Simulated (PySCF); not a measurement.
# Radial density of As+ (arsenic, charge +1)

r2SCAN, [Ar] 3d10 4s1 4p3, high-spin 5S determinant (an excited configuration). All numbers are calculated (PySCF 2.14, scalar relativity by spin-free X2C-1e, in dyall-av3z (24s17p11d2f, 144 functions)).

```csv
r (bohr),4πr²ρ (e/bohr),4πr²(ρα − ρβ)
0.000798,0.3154,0.0002
0.00134,0.7878,0.0006
0.00226,1.927,0.0014
0.00380,4.545,0.0032
0.00639,10.06,0.0071
0.0107,20.00,0.0140
0.0181,33.08,0.0229
0.0304,40.76,0.0300
0.0511,35.34,0.0489
0.0860,35.91,0.1276
0.145,47.72,0.1267
0.243,29.64,-0.0412
0.409,28.64,0.3528
0.688,22.92,-0.0248
1.16,5.375,1.0830
1.95,2.432,2.2375
3.28,0.5740,0.5728
5.51,0.01208,0.0121
9.27,1.290e-05,0.0000
```

Densities and radii are taken from the X2C orbitals without a picture-change correction, which distorts them close to the nucleus.

Where is the radial spin density 4πr²(ρα − ρβ) most negative, and why is it negative at all?

Around r = 0.243 bohr, down to -0.0412 e/bohr: exchange with the open shell polarises the paired shells in an unrestricted calculation.
